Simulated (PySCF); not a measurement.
Structure problem from calculated spectra and properties.

Elements present: C, H, N, O and Si. Monoisotopic mass: 146.9992 u.

| Quantity | Value |
| --- | --- |
| Rotational structure | rotational constants A, B, C: 2.951, 0.852, 0.809 GHz [GFN2-xTB] |
| Polarisability | 105.1 au [B3LYP/def2-SVPD] |
| 1H NMR | chemical shifts (computed TMS as zero) by class: 7.46 (1 H), 7.38 (1 H), 5.35 (1 H), 5.30 (1 H), 5.15 (1 H), 5.14 (3 H), 0.32 (1 H) ppm [GIAO PBE0/pcSseg-1] |
| 13C NMR | chemical shifts (computed TMS as zero) by class: 157.9 (1 C), 156.5 (1 C) ppm [GIAO PBE0/pcSseg-1] |
| UV, first state | lowest singlet excitation: 5.23 eV (237 nm, f = 0.007) [TDDFT B3LYP/def2-SVPD] |
| NMR, other nuclei | isotropic shieldings of nuclei other than C and H, by class: 244 (1 N), 288 (1 O), 377 (1 Si), 385 (1 Si), 396 (1 Si) ppm [GIAO PBE0/pcSseg-1] |

Electronic properties: PySCF, gas phase, density fitting. Levels stand in brackets. Isolated species at its GFN2-xTB geometry (one conformer only). NMR classes are plain means over equivalent atoms (diastereotopic ones count apart unless rotation or inversion swaps them), as if these changed places fast.

Task: Which formula fits the mass and the elements?

Result: C2H9NOSi3 (calculated 146.9992). No other formula that holds each of these elements comes within 0.0003 u with a fitting electron parity and a possible valence count.

Task: Propose a structure and show how it fits.

Result: Numbering: `[SiH3:1][O:2][Si@@H:3]1[CH:4]=[CH:5][SiH2:6][NH:7]1`. Its formula, C2H9NOSi3, gives 2 degrees of unsaturation: 1 ring and 1 π bond in the structure found. 2 carbons fall into 2 classes; from least to most shielded: alkene CH carbon [C4] (157.9 ppm), alkene CH carbon [C5] (156.5 ppm). Hydrogen classes from least to most shielded: 1 H on an alkene CH carbon, C5 (7.46 ppm), 1 H on an alkene CH carbon, C4 (7.38 ppm), 1 H on an oxygen-bound silicon, Si3 (5.35 ppm), 1 H on an SiH2 silicon, Si6 (5.30 ppm), 1 H on an SiH2 silicon, Si6 (5.15 ppm), 3 H on an oxygen-bound silicon, Si1 (5.14 ppm), 1 H on a nitrogen bridging silicon atoms, N7 (0.32 ppm). The other shieldings belong to: 244 ppm, nitrogen bridging silicon atoms [N7]; 288 ppm, siloxane oxygen [O2]; 377 ppm, oxygen-bound silicon [Si3]; 385 ppm, SiH2 silicon [Si6]; 396 ppm, oxygen-bound silicon [Si1]. S1 is mainly HOMO→LUMO (weight 0.98); the largest Löwdin shares of the orbital it empties are 0.58 on the nitrogen bridging silicon atoms, 0.09 on the SiH2 silicon, 0.07 on an oxygen-bound silicon and 0.05 on the N–H hydrogen, of the orbital it fills 0.32 on an alkene CH carbon, 0.31 on an alkene CH carbon, 0.09 on an oxygen-bound silicon and 0.07 on the SiH2 silicon. The optimised geometry has point group C1 and is an asymmetric top. Structure: `C1=C[SiH2]N[Si@@H]1O[SiH3]`. Computed isomers that give other values at the same levels: `N#CCO[SiH]([SiH3])[SiH3]` (13C chemical shifts (computed TMS as zero) by class: 121.0 (1 C), 54.2 (1 C) ppm); `C#C[Si@H]([SiH3])O[SiH2]N` (13C chemical shifts (computed TMS as zero) by class: 104.6 (1 C), 92.4 (1 C) ppm). The assignments are read from this structure; whether some other isomer fits the data as well wasn't checked. The mirror image fits equally.
